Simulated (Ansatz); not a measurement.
Cost and result for the atomization energy of CH4N2SSi, SMILES `NC1=N[SiH]1S` (9 atoms, 9 bonds).

```tsv
atom	x (Å)	y (Å)	z (Å)
N1	-0.1772	0.0945	-1.8796
C2	-0.2614	-0.2080	-0.5836
N3	-1.3053	-0.2336	0.2021
Si4	0.1471	-0.5872	1.0961
S5	0.9733	0.7660	2.5005
H6	-1.0211	0.2810	-2.4001
H7	0.6859	-0.0136	-2.3765
H8	0.4772	-1.9459	1.5703
H9	0.4816	1.8469	1.8708
```

Total charge 0; spin multiplicity 1. The structure was optimised at the PBE0-D4/def2-TZVP level. It is one conformer, not always the lowest. Program: Ansatz. All runs use 4 threads of an Arm Neoverse V1 on a shared host. Times are those of one run each, without the atoms' runs, and a repeat can differ threefold. Electronic energies, without spin–orbit coupling; frozen cores. CCSD(T)/CBS adds CCSD(T) − MP2 in def2-TZVPP to the MP2 limit, and its time is that of the two runs behind it. T1 = 0.014. B3LYP takes the VWN-RPA correlation (the form of Gaussian; ORCA's B3LYP/G).

CCSD(T)/CBS is a level of theory with its own doubt, some kJ/mol a heavy atom from the limit and from the frozen cores, so smaller differences don't rank the functionals.

```json
{"level": "PBE-D4/def2-TZVPP (with forces)", "functions": "233", "wall time": "2.2 s", "atomization (kcal/mol)": "803.5", "difference from CCSD(T)/CBS": "33.4", "per bond": "3.7"}
{"level": "PBE0-D4/def2-TZVPP", "functions": "233", "wall time": "2.7 s", "atomization (kcal/mol)": "778.2", "difference from CCSD(T)/CBS": "8.1", "per bond": "0.9"}
{"level": "B3LYP-D4/def2-TZVPP (with forces)", "functions": "233", "wall time": "4 s", "atomization (kcal/mol)": "774.6", "difference from CCSD(T)/CBS": "4.5", "per bond": "0.5"}
{"level": "r2SCAN-D4/def2-TZVPP (with forces)", "functions": "233", "wall time": "4.4 s", "atomization (kcal/mol)": "774.5", "difference from CCSD(T)/CBS": "4.4", "per bond": "0.5"}
{"level": "B2PLYP/def2-TZVPP", "functions": "233", "wall time": "4.9 s", "atomization (kcal/mol)": "763.0", "difference from CCSD(T)/CBS": "-7.1", "per bond": "-0.8"}
{"level": "ωB97X-V/def2-TZVPP", "functions": "233", "wall time": "7 s", "atomization (kcal/mol)": "780.0", "difference from CCSD(T)/CBS": "9.9", "per bond": "1.1"}
{"level": "ωB97M-V/def2-TZVPP (with forces)", "functions": "233", "wall time": "10 s", "atomization (kcal/mol)": "779.4", "difference from CCSD(T)/CBS": "9.3", "per bond": "1.0"}
{"level": "MP2/def2-QZVPP", "functions": "431", "wall time": "17 s", "atomization (kcal/mol)": "778.0", "difference from CCSD(T)/CBS": "7.9", "per bond": "0.9"}
{"level": "CCSD(T)/def2-TZVPP", "functions": "233", "wall time": "89 s", "atomization (kcal/mol)": "740.0", "difference from CCSD(T)/CBS": "-30.1", "per bond": "-3.3"}
{"level": "CCSD(T)/CBS(def2)", "functions": "–", "wall time": "110 s", "atomization (kcal/mol)": "770.1", "difference from CCSD(T)/CBS": "0.0", "per bond": "0.0"}
```

In def2-TZVPP, CCSD(T) changes the Hartree–Fock value by +245.1 kcal/mol (the triples alone add +18.8 kcal/mol) and MP2 by +265.1 kcal/mol; breaking electron pairs costs correlation energy, which Hartree–Fock lacks. From PBE to PBE0 (25 % exact exchange), in def2-TZVPP and without D4, the atomization energy moves by −24.4 kcal/mol: exact exchange takes away binding that semilocal exchange gives to molecules. The D4 term adds +8.4 kcal/mol with B3LYP and +4.4 kcal/mol with PBE0; it sums over pairs of atoms, weighted by their polarisabilities, and B3LYP, whose exchange is more repulsive, gets the larger term.
